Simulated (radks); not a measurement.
Rh V, 41 electrons, occupied as [Ar] 3d10 4s1 4p6 4d5 4f1 (not the ground configuration). Method: scalar-relativistic Kohn-Sham, OLYP, spin-unpolarised, spherical densities, finite nucleus; Fermi nuclear charge, rms radius 4.4945 fm; computed with a radial shooting solver on a logarithmic mesh with Libxc functionals. Some entries of the table are withheld. Estimate them.

| orbital | occ. | eigenvalue (eV) | r(max) (bohr) |
|---|---|---|---|
| 1s | 2 | -23103.26 | 0.02118 |
| 2s | 2 | -3409.830 | 0.1198 |
| 2p | 6 | -3063.547 | 0.09576 |
| 3s | 2 | -663.6556 | 0.3513 |
| 3p | 6 | (1) | 0.3444 |
| 3d | 10 | -367.8374 | 0.2907 |
| 4s | 1 | -143.4750 | 0.8726 |
| 4p | 6 | -110.2137 | 0.9283 |
| 4d | 5 | -61.1827 | 1.064 |
| 5s | 0 | -43.1136 | 2.069 |
| 5p | 0 | -34.6139 | 2.348 |
| 4f | 1 | -20.8606 | (2) |

Answer. 
(1) 3p eigenvalue (eV): -549.7267
(2) 4f r(max) (bohr): 2.061
